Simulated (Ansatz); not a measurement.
`[ZnH][S][GaH2]` + NH₃ → `[NH2][ZnH]` + `[SH][GaH2]` at 298.15 K and 1 bar (ligand exchange at a Zn–S bond).

Isolated molecules relaxed with PBE0-D4/def2-TZVP in Ansatz; ΔE leaves out vibrations. CCSD(T)/CBS is the MP2 limit (def2-TZVPP, def2-QZVPP) plus CCSD(T) − MP2 in def2-TZVPP, frozen cores. This one scheme is used for every species. For Ga, Zn outer-core shells are correlated without core-valence functions, which leaves a few kJ/mol of doubt a bond. Scalar relativity is left out up to krypton.

```json
{"species": "`[ZnH][S][GaH2]`", "CCSD(T)/CBS energy (Eh)": "-4101.94463", "H − E (kJ/mol)": "75.6", "S (J/(mol·K))": "337.0"}
{"species": "NH₃", "CCSD(T)/CBS energy (Eh)": "-56.50880", "H − E (kJ/mol)": "100.5", "S (J/(mol·K))": "192.4"}
{"species": "`[NH2][ZnH]`", "CCSD(T)/CBS energy (Eh)": "-1834.88092", "H − E (kJ/mol)": "93.2", "S (J/(mol·K))": "261.0"}
{"species": "`[SH][GaH2]`", "CCSD(T)/CBS energy (Eh)": "-2323.53734", "H − E (kJ/mol)": "73.1", "S (J/(mol·K))": "277.9"}
```

H − E and S are ideal-gas, rigid-rotor, harmonic terms from PBE0-D4/def2-TZVP. 1 Eh = 2625.50 kJ/mol, R = 8.31446 J/(mol·K).

By hand: ΔE, ΔH, ΔS and ΔG.

ΔE = (-1834.88092) + (-2323.53734) − (-4101.94463) − (-56.50880) = 0.03517 Eh = 92.3 kJ/mol. Δ(H − E) = 93.2 + 73.1 − 75.6 − 100.5 = -9.8, so ΔH = 82.5 kJ/mol. ΔS = 261.0 + 277.9 − 337.0 − 192.4 = 9.5 J/(mol·K). ΔG = 82.5 − 298.15 × (9.5)/1000 = 79.7 kJ/mol.

By hand: the equilibrium constant, and the temperature at which ΔG would vanish if ΔH and ΔS stayed fixed.

log₁₀ K = −ΔG/(RT ln 10) = -14.0. ΔG = 0 at ΔH/ΔS = 8684 K, far beyond where these terms or the molecules hold.

The number of gas molecules stays the same, so ΔS is small and ΔH decides. A doubt of 5 kJ/mol in ΔE shifts log₁₀ K by 0.9 here. These are equilibria of isolated gas molecules and say nothing of rates. Largest T1 diagnostic: 0.016 (customary marks: 0.02 for closed shells, 0.045 for open ones).
